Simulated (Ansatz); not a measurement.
Reaction (redistribution): `NB[Se][SiH3]` + `B[Se]C` → `BBN` + `C[Se][Se][SiH3]`

Isolated molecules relaxed with PBE0-D4/def2-TZVP in Ansatz; ΔE leaves out vibrations. CCSD(T)/CBS adds triple-zeta CCSD(T) − MP2 to the extrapolated MP2 energy (def2 sets, frozen cores). DFT in def2-TZVPP. B3LYP here is the variant with VWN-RPA as its local correlation; programs differ in this. For Se outer-core shells are correlated without core-valence functions, which leaves a few kJ/mol of doubt a bond. Scalar relativity is left out up to krypton. Each species was taken in one conformer, which may not be the lowest.

| level | ΔE (kJ/mol) | difference from CCSD(T)/CBS |
| --- | --- | --- |
| r2SCAN-D4 | 167.8 | -0.8 |
| PBE0-D4 | 161.9 | -6.7 |
| B3LYP-D4 | 152.6 | -16.0 |
| ωB97M-V | 161.4 | -7.2 |
| B2PLYP | 163.8 | -4.8 |
| PBE | 160.5 | -8.1 |
| r2SCAN | 168.0 | -0.6 |
| PBE0 | 162.7 | -5.9 |
| B3LYP | 153.8 | -14.8 |
| HF/def2-TZVPP | 151.7 | -16.9 |
| MP2/def2-TZVPP | 181.2 | 12.6 |
| HF/def2-QZVPP | 149.5 | -19.1 |
| MP2/def2-QZVPP | 177.6 | 9.0 |
| SCS-MP2/def2-QZVPP | 168.1 | -0.5 |
| HF/CBS(def2) | 149.2 | -19.4 |
| MP2/CBS(def2) | 176.2 | 7.6 |
| CCSD(T)/CBS | 168.6 | 0 |

Largest T1 diagnostic among the species: 0.013.

In def2-TZVPP, CCSD(T) changes the Hartree–Fock value by +22.1 kJ/mol (the triples alone add +4.1 kJ/mol) and MP2 by +29.6 kJ/mol.
